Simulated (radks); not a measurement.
Values are calculated unless marked as measured or tabulated.
Problem. The mean radii <r> (bohr) of the occupied orbitals of an atom or ion are listed with their occupations. Level of theory: scalar-relativistic Kohn-Sham, LDA (Slater exchange, VWN5 correlation), spin-polarised, spherical densities, finite nucleus; Fermi nuclear charge, rms radius of each element as measured or else 0.836 A^(1/3) + 0.57 fm (a radial shooting solver on a logarithmic mesh with Libxc functionals).

orbital  occ.      <r>
1s up       1  0.01687
1s down     1  0.01687
2s up       1  0.07031
2s down     1  0.07030
2p up       3  0.06326
2p down     3  0.06325
3s up       1   0.1692
3s down     1   0.1693
3p up       1   0.1669

Name the element and its charge. Open shells, if any, are filled with parallel spins first.

Solution. Z = 79, gold, charge +66: Au66+ in [Ne] 3s2 3p1. The 1s radius gives Z: for a bare nucleus <r> = (2 gamma + 1)/(2Z) with gamma = sqrt(1 - (Z/c)^2), 0.01667 bohr for Z = 79, and screening makes it slightly larger (0.01687 here). The occupations add up to 13, and the charge is Z minus that.
